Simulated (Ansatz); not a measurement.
```yaml
crystal:
  periodic: [false, false, false]
  atoms:
    - {symbol: C, position_ang: [-5.548865, -0.090550, 1.370142]}
    - {symbol: C, position_ang: [-4.051607, -0.211492, 1.629082]}
    - {symbol: C, position_ang: [-3.195468, 0.225279, 0.442521]}
    - {symbol: C, position_ang: [-1.694992, 0.104543, 0.692631]}
    - {symbol: C, position_ang: [-0.836818, 0.523215, -0.497819]}
    - {symbol: C, position_ang: [0.663229, 0.404344, -0.241571]}
    - {symbol: C, position_ang: [1.516524, 0.783059, -1.450804]}
    - {symbol: C, position_ang: [3.023942, 0.786782, -1.189807]}
    - {symbol: C, position_ang: [3.595712, -0.575452, -0.799633]}
    - {symbol: C, position_ang: [5.107804, -0.569560, -0.609063]}
    - {symbol: S, position_ang: [5.830200, -2.216182, -0.230810]}
    - {symbol: Cu, position_ang: [4.366060, -2.878287, 1.133571]}
    - {symbol: H, position_ang: [-6.141125, -0.413688, 2.240524]}
    - {symbol: H, position_ang: [-5.831023, 0.950857, 1.142707]}
    - {symbol: H, position_ang: [-5.855269, -0.708775, 0.510007]}
    - {symbol: H, position_ang: [-3.776293, 0.390590, 2.514947]}
    - {symbol: H, position_ang: [-3.801625, -1.257032, 1.889034]}
    - {symbol: H, position_ang: [-3.468025, -0.376323, -0.445865]}
    - {symbol: H, position_ang: [-3.440333, 1.272422, 0.180130]}
    - {symbol: H, position_ang: [-1.420675, 0.714746, 1.574526]}
    - {symbol: H, position_ang: [-1.453977, -0.940871, 0.966020]}
    - {symbol: H, position_ang: [-1.079245, 1.566311, -0.777068]}
    - {symbol: H, position_ang: [-1.106564, -0.091785, -1.377625]}
    - {symbol: H, position_ang: [0.890325, -0.631986, 0.070440]}
    - {symbol: H, position_ang: [0.940721, 1.045551, 0.617793]}
    - {symbol: H, position_ang: [1.211233, 1.785866, -1.801582]}
    - {symbol: H, position_ang: [1.291921, 0.090832, -2.284561]}
    - {symbol: H, position_ang: [3.257357, 1.522513, -0.396644]}
    - {symbol: H, position_ang: [3.545359, 1.143329, -2.096757]}
    - {symbol: H, position_ang: [3.138168, -0.926370, 0.150621]}
    - {symbol: H, position_ang: [3.331183, -1.335814, -1.557452]}
    - {symbol: H, position_ang: [5.600110, -0.240117, -1.541977]}
    - {symbol: H, position_ang: [5.392027, 0.154033, 0.174349]}
basis:
  gaussian: {orbitals: 6-31G}
hamiltonian: {xc: {name: LC-wPBE}}
scf: {lower_state_search: light}
```

```sh
$ ansatz run in.yaml --threads 4 --pin off --events-out ev --progress --plain --max-ram 6963MiB
```

It prints (some lines left out):

```
Functional definition: LC-wPBE
2368 factors; integrals over basis functions are off by at most 1.7e-4 eV
969 factors; integrals over basis functions are off by at most 5.2e-4 eV
mean field evaluation 1: about -66154.0885 eV, gradient 6.6e1 eV
mean field evaluation 2: about -66142.2546 eV, gradient 1.4e2 eV
mean field evaluation 4: about -66161.6773 eV, gradient 4.4e0 eV
mean field evaluation 8: about -66161.6867 eV, gradient 5.9e-1 eV
mean field evaluation 16: about -66161.6894 eV, gradient 3.0e-3 eV
mean field -66161.68944195 eV, -2431.3972409879 hartree, gradient 3.8e-5 eV, S^2 0.000000; 0 other end points of the search recorded, 0 dependent functions left out
reference -66161.68944196 eV, -2431.3972409882 hartree; 63, 63 occupied and 111, 111 virtual orbitals, 2368 factors
Total energy: -66161.68944196 eV, -2431.3972409882 hartree
```

It took 17 s on 4 threads of Arm Neoverse N1 on a shared host, peak host memory 0.72 GiB.

The 6-31G sets use Cartesian d functions. LC-ωPBE has ω = 0.4 bohr⁻¹.
